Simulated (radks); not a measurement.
Spin polarisation of the 5d3 shell in Ta. Start: [Xe] 4f14 5d(up 1.5, down 1.5) 6s2; electrons of 5d are moved from spin down to spin up, other shells keep equal spins. Calculated with a radial shooting solver on a logarithmic mesh with Libxc functionals: scalar-relativistic Kohn-Sham, BLYP, spin-polarised, spherical densities, finite nucleus; Fermi nuclear charge, rms radius of each element as measured or else 0.836 A^(1/3) + 0.57 fm.

moment (Bohr magnetons)  E - E(0) (eV)  e(5d up) (eV)  e(5d down) (eV)  6s down minus up (eV)
0                                0.000         -3.453           -3.453                  0.000
0.75                            -0.069         -3.623           -3.258                  0.232
1.5                             -0.273         -3.764           -3.042                  0.458
2.25                            -0.608         -3.872           -2.806                  0.676
3                               -1.069         -3.943           -2.555                  0.880

At moment 3 the spin-polarisation energy is -1.069 eV and the 5d exchange splitting 1.388 eV, that is 0.463 eV per Bohr magneton; E = -I m^2/4 would give I = 0.475 eV.
